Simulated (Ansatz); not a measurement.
`Cl[Si](Cl)(Cl)[SnH3]` + H₂Se → `Cl[Si](Cl)(Cl)[SeH]` + `[SnH4]` at 500 K and 1 bar (cleavage of the Si–Sn bond).

Calculated with Ansatz (gas phase, PBE0-D4/def2-TZVP geometries, no zero-point term in ΔE). CCSD(T)/CBS adds triple-zeta CCSD(T) − MP2 to the extrapolated MP2 energy (def2 sets, frozen cores). def2 core potentials past Kr. For Se, Sn outer-core shells are correlated without core-valence functions, which leaves a few kJ/mol of doubt a bond. Scalar relativity is left out up to krypton. Each species was taken in one conformer, which may not be the lowest.

| species | CCSD(T)/CBS energy (Eh) | H − E (kJ/mol) | S (J/(mol·K)) |
| --- | --- | --- | --- |
| `Cl[Si](Cl)(Cl)[SnH3]` | -1884.38755 | 122.5 | 475.0 |
| H₂Se | -2401.89790 | 53.1 | 237.8 |
| `Cl[Si](Cl)(Cl)[SeH]` | -4069.90520 | 81.8 | 436.8 |
| `[SnH4]` | -216.39156 | 91.5 | 258.6 |

H − E and S are ideal-gas, rigid-rotor, harmonic terms from PBE0-D4/def2-TZVP, for one conformer and one mirror image of each species. 1 Eh = 2625.50 kJ/mol, R = 8.31446 J/(mol·K).

**Question.** By hand: ΔE, ΔH, ΔS and ΔG.

**Answer.** ΔE = (-4069.90520) + (-216.39156) − (-1884.38755) − (-2401.89790) = -0.01131 Eh = -29.7 kJ/mol. Δ(H − E) = 81.8 + 91.5 − 122.5 − 53.1 = -2.3, so ΔH = -32.0 kJ/mol. ΔS = 436.8 + 258.6 − 475.0 − 237.8 = -17.4 J/(mol·K). ΔG = -32.0 − 500 × (-17.4)/1000 = -23.3 kJ/mol.

**Question.** By hand: the equilibrium constant, and the temperature at which ΔG would vanish if ΔH and ΔS stayed fixed.

**Answer.** log₁₀ K = −ΔG/(RT ln 10) = 2.4. ΔG = 0 at ΔH/ΔS = 1839 K, though so small a ΔS makes that figure unsure.

ΔH outweighs TΔS. A doubt of 5 kJ/mol in ΔE shifts log₁₀ K by 0.5 here. Other conformers and mirror images would add mixing entropy, several J/(mol·K) or more a flexible species. These are equilibria of isolated gas molecules and say nothing of rates. Largest T1 diagnostic: 0.013 (customary marks: 0.02 for closed shells, 0.045 for open ones).
